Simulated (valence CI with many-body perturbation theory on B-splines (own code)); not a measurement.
The numbers below are computed, except where a source is named.
# Energy levels of Tm XLVII

Method: relativistic CI+MBPT: five valence electrons over a frozen Dirac-Fock core [Ar], radial functions for each j: 7 s, 7 p, 8 d, 6 f, 4 g, 1 h, with the one-electron correlation potential Σ1 (screened to all orders), the two-electron term Σ2, the three-electron term Σ3, Breit, model QED; selected single and double excitations, second order for the rest (own B-spline code, finite nucleus).

The last digits are not significant, and no measured levels were compared; by estimate large intervals hold to a few tenths of a per cent, small ones and those within an open d or f shell to about a per cent. Only levels of the ground parity were solved; by the run's estimate the other parity begins above the list, which can be wrong where configurations are misplaced.

Levels 1 to 37 of 37, with energies above the lowest level, (3d3/2^4 3d5/2) J=5/2. "Leading %" is the weight of the configuration and term that name the level; weights of strongly mixed levels are sums over their largest components and can fall short. In the jj column 3d3/2^4 stands for four electrons in 3d with j = 3/2.

```csv
No.,Configuration,Term,J,E (cm⁻¹),Leading %,Second component,Leading jj
1,3d5,4P,5/2,0,27,24 % 3d5 2D,3d3/2^4 3d5/2 (95 %)
2,3d5,6S,5/2,317220,37,23 % 3d5 2F,3d3/2^3 3d5/2^2 (91 %)
3,3d5,4G,7/2,405770,34,25 % 3d5 2F,3d3/2^3 3d5/2^2 (99 %)
4,3d5,2H,11/2,416670,43,35 % 3d5 4G,3d3/2^3 3d5/2^2 (98 %)
5,3d5,4D,3/2,417670,39,30 % 3d5 4P,3d3/2^3 3d5/2^2 (98 %)
6,3d5,4G,9/2,454810,31,29 % 3d5 2G,3d3/2^3 3d5/2^2 (96 %)
7,3d5,4D,5/2,479350,30,30 % 3d5 2D,3d3/2^3 3d5/2^2 (93 %)
8,3d5,4P,1/2,500290,46,28 % 3d5 2S,3d3/2^3 3d5/2^2 (89 %)
9,3d5,2F,7/2,515140,39,31 % 3d5 2G,3d3/2^3 3d5/2^2 (97 %)
10,3d5,2D,3/2,628650,60,21 % 3d5 4F,3d3/2^3 3d5/2^2 (86 %)
11,3d5,6S,5/2,717160,31,28 % 3d5 2D,3d3/2^2 3d5/2^3 (90 %)
12,3d5,4D,7/2,778140,52,41 % 3d5 4G,3d3/2^2 3d5/2^3 (99 %)
13,3d5,2I,11/2,783040,50,48 % 3d5 4G,3d3/2^2 3d5/2^3 (99 %)
14,3d5,4G,9/2,797970,60,36 % 3d5 2G,3d3/2^2 3d5/2^3 (96 %)
15,3d5,2I,13/2,821140,100,,3d3/2^2 3d5/2^3 (100 %)
16,3d5,4D,1/2,828760,78,15 % 3d5 2S,3d3/2^2 3d5/2^3 (97 %)
17,3d5,4P,3/2,838410,53,34 % 3d5 4F,3d3/2^2 3d5/2^3 (97 %)
18,3d5,2F,5/2,848730,42,31 % 3d5 4D,3d3/2^2 3d5/2^3 (96 %)
19,3d5,2H,9/2,887940,53,47 % 3d5 4F,3d3/2^2 3d5/2^3 (100 %)
20,3d5,2G,7/2,906050,61,35 % 3d5 2F,3d3/2^2 3d5/2^3 (100 %)
21,3d5,4F,5/2,920380,63,26 % 3d5 2D,3d3/2^2 3d5/2^3 (98 %)
22,3d5,2D,3/2,928750,86,10 % 3d5 4D,3d3/2^2 3d5/2^3 (86 %)
23,3d5,2G,7/2,968550,46,36 % 3d5 2F,3d3/2^2 3d5/2^3 (95 %)
24,3d5,4P,1/2,969340,40,36 % 3d5 2P,3d3/2^2 3d5/2^3 (82 %)
25,3d5,2G,9/2,1032500,77,11 % 3d5 2H,3d3/2^2 3d5/2^3 (96 %)
26,3d5,2P,3/2,1147600,74,24 % 3d5 2D,3d3/2^2 3d5/2^3 (97 %)
27,3d5,2D,5/2,1159100,54,15 % 3d5 4D,3d3/2^2 3d5/2^3 (62 %)
28,3d5,2F,5/2,1188700,32,24 % 3d5 2D,3d3/2 3d5/2^4 (69 %)
29,3d5,4F,7/2,1245400,29,28 % 3d5 2F,3d3/2 3d5/2^4 (99 %)
30,3d5,2H,11/2,1258200,56,27 % 3d5 2I,3d3/2 3d5/2^4 (99 %)
31,3d5,2D,3/2,1270100,31,30 % 3d5 4D,3d3/2 3d5/2^4 (97 %)
32,3d5,2G,9/2,1314000,57,17 % 3d5 4F,3d3/2 3d5/2^4 (96 %)
33,3d5,2D,5/2,1347800,64,22 % 3d5 2F,3d3/2 3d5/2^4 (88 %)
34,3d5,2G,7/2,1372200,55,33 % 3d5 2F,3d3/2 3d5/2^4 (97 %)
35,3d5,2P,1/2,1435000,55,34 % 3d5 2S,3d3/2 3d5/2^4 (89 %)
36,3d5,2D,3/2,1548400,75,18 % 3d5 2P,3d3/2 3d5/2^4 (94 %)
37,3d5,2D,5/2,1710200,42,23 % 3d5 2F,3d5/2^5 (94 %)
```

The ionisation energy to 3d4 3P_0 of the next ion comes out as 3895 eV (NIST: 3895 ± 4 eV (theoretical)). All 37 levels together are meant to be complete up to 1778600 cm⁻¹.
